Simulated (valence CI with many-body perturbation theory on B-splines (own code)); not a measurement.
Ca4+: key properties

Computed by valence CI with perturbative core correlation (CI+MBPT): six valence electrons over a frozen Dirac-Fock core [Ne], a basis of 9 s, 9 p, 8 d, 6 f, 3 g, 1 h functions for each j, with the one-electron correlation potential Σ1 (screened to all orders), the two-electron term Σ2, the three-electron term Σ3, Breit, model QED; selected single and double excitations, second order for the rest, scaled by the run's own slope (own B-spline code, finite nucleus).

Set against measurement, 7 paired levels are off by 138 cm⁻¹ on average, the worst by 311. These come from a selection out of Sugar and Corliss, J. Phys. Chem. Ref. Data 8, 865 (1979). Levels without a partner in it may be off by more. Among the levels kept, up to 1100 cm⁻¹ of a level comes from second order outside the variational space, and about a tenth of that is noise between levels of different J, which matters for small intervals.

Rates and lifetimes use the calculated energies. Strong lines usually hold to 10 to 20 %, long lifetimes can be off by a factor of two.

(1) What is the ground level?

(2) What are the static dipole polarisabilities of the lowest levels?

(3) Name the longest-lived excited levels whose lifetime is computed, and their main decay.

(4) What is the ionisation energy?

(5) How is the term 3P of the ground level split?

(6) Among levels below 34.028 eV, which E1 lines absorb most strongly from the ground level?

(7) How well does LS coupling describe the low levels?

Results:

(1) 3s2 3p4 3P_2, composition 94 % 3s2 3p4 3P, g = 1.497.

(2) 3s2 3p4 3P_2 1.98 (tensor 0.067); 3s2 3p4 3P_1 1.99 (tensor -0.033); 3s2 3p4 3P_0 1.98; 3s2 3p4 1D_2 1.99 (tensor -0.13) bohr³, of which the core gives 0.0211.

(3) 3s2 3p4 3P_0 at 0.409 eV lives 26.0 s, mostly by M1 to 3s2 3p4 3P_1; 3s2 3p4 3P_1 at 0.298 eV lives 3.21 s, mostly by M1 to 3s2 3p4 3P_2; 3s2 3p4 1D_2 at 2.352 eV lives 414 ms, mostly by M1 to 3s2 3p4 3P_2. The lifetime of 3s2 3p3 3d 3G°_4 is too uncertain to give, and may be longer. The lifetime of 3s2 3p3 3d 3G°_5 is too uncertain to give, and may be longer.

(4) 84.302 eV; NIST lists 84.34 ± 0.08 eV (semi-empirical).

(5) J = 2 at 0.000, J = 1 at 0.298, J = 0 at 0.409 eV.

(6) to 3s 3p5 3P°_2 at 64.73 nm, f = 0.0385; to 3s2 3p3 3d 3P°_2 at 37.27 nm, f = 0.0152; to 3s 3p5 3P°_1 at 63.87 nm, f = 0.0131.

(7) Among the lowest 20 levels the leading LS term, summed over configurations, holds 100 % on average. For single configurations the figures are 89 % in LS and 54 % in jj coupling. Terms hardly mix: every one of these levels is at least 95 % one term.
